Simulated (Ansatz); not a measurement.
Total energies of `CCCCCCCCCCS`.

```xyz
33

C    -2.3832   -3.2625   -2.6639
C    -2.7472   -2.7159   -1.2946
C    -1.5739   -2.0627   -0.5827
C    -1.9371   -1.5136    0.7880
C    -0.7659   -0.9279    1.5648
C    -0.1500    0.3121    0.9357
C     0.9678    0.9055    1.7788
C     1.5555    2.1994    1.2329
C     2.2663    2.0385   -0.1025
C     2.8851    3.3204   -0.6325
S     4.2141    3.8842    0.4768
H    -1.5945   -4.0168   -2.5895
H    -3.2417   -3.7275   -3.1540
H    -2.0161   -2.4683   -3.3202
H    -3.1434   -3.5239   -0.6684
H    -3.5592   -1.9859   -1.3931
H    -0.7623   -2.7943   -0.4757
H    -1.1763   -1.2616   -1.2162
H    -2.3890   -2.3185    1.3793
H    -2.7160   -0.7486    0.6758
H     0.0098   -1.6952    1.6832
H    -1.0994   -0.6783    2.5788
H    -0.9325    1.0685    0.7887
H     0.2281    0.0675   -0.0616
H     0.5862    1.0905    2.7894
H     1.7689    0.1641    1.8913
H     0.7587    2.9467    1.1272
H     2.2566    2.6095    1.9667
H     3.0442    1.2709   -0.0155
H     1.5607    1.6803   -0.8590
H     2.1266    4.1031   -0.7101
H     3.3107    3.1492   -1.6220
H     4.6486    4.8910   -0.2961
```

Total charge 0; spin multiplicity 1. The structure was optimised at the PBE0-D4/def2-TZVP level. It is one conformer, not always the lowest. Basis def2-TZVPP, Ansatz 0.2.0.

RPA on PBE orbitals: Hartree–Fock energy of these orbitals -789.07937 Eh, correlation -3.26043 Eh (frozen core).

| functional | energy without D4 (Eh) | D4 term (kJ/mol) |
| --- | --- | --- |
| LDA (SPW92) | -787.54725 | – |
| revPBE | -792.46172 | -243.5 |
| BLYP | -792.40993 | -161.8 |
| r2SCAN | -792.39226 | -21.3 |
| B97M-V | -792.58937 | – |
| PBE0 | -792.04433 | -63.2 |
| B3LYP | -792.70828 | -116.5 |
| r2SCANh | -792.38023 | -22.1 |
| r2SCAN0 | -792.36434 | -24.1 |
| HSE06 (plane-wave form) | -792.01127 | -58.5 |
| CAM-B3LYP | -792.44563 | -63.3 |
| ωB97M-V | -792.41861 | – |
| B2PLYP | -792.15611 | – |
| PBE-QIDH | -791.91397 | – |

**Question.** Give the same for PBE, BHLYP, LC-ωPBE, ωB97X-V. (Estimate.)

**Answer.** Computed: 
| functional | energy without D4 (Eh) | D4 term (kJ/mol) |
| --- | --- | --- |
| PBE | -791.92826 | -74.3 |
| BHLYP | -792.41205 | -81.4 |
| LC-ωPBE | -792.32596 | – |
| ωB97X-V | -792.51330 | – |

B3LYP takes the VWN-RPA correlation (the form of Gaussian; ORCA's B3LYP/G). HSE06 is the plane-wave form, built on full-range PBE exchange. The double hybrids freeze the cores in their second-order part.

LC-ωPBE has ω = 0.4 bohr⁻¹.
